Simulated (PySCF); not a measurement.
Si(H)(OH) (H2OSi), SMILES O[SiH] (connectivity only; charge and spin as stated), neutral, multiplicity 1.

Geometry optimised at PBE0-D3(BJ)/def2-TZVP.

Vertical ionisation energy (IE) and electron affinity (EA) in eV. Rows of orbital energies are one-electron estimates. Where ΔSCF, EOM or ADC give a negative EA the extra electron is unbound and the value depends on the basis.

```json
[
 {"level": "−ε(HOMO), −ε(LUMO), M06-2X/def2-TZVPD (PySCF)", "IE": "7.68", "EA": "1.22"},
 {"level": "−ε(HOMO), −ε(LUMO), ωB97X/def2-TZVPD (PySCF)", "IE": "8.98", "EA": "0.00"},
 {"level": "EOM-CCSD/aug-cc-pVDZ (PySCF)", "IE": "9.21", "EA": "0.03"},
 {"level": "ADC(2)/aug-cc-pVDZ (PySCF)", "IE": "8.97", "EA": "0.08"}
]
```

Q: Beyond the first one, list the lowest photoelectron lines from ADC(2)/aug-cc-pVDZ (PySCF 2.14.0) with their pole strengths (two spins summed). (The exact figures need the calculation; the answer reports its results.)

A: 11.61 eV (1.74), 11.86 eV (1.72), 15.20 eV (1.77), 17.94 eV (1.70).
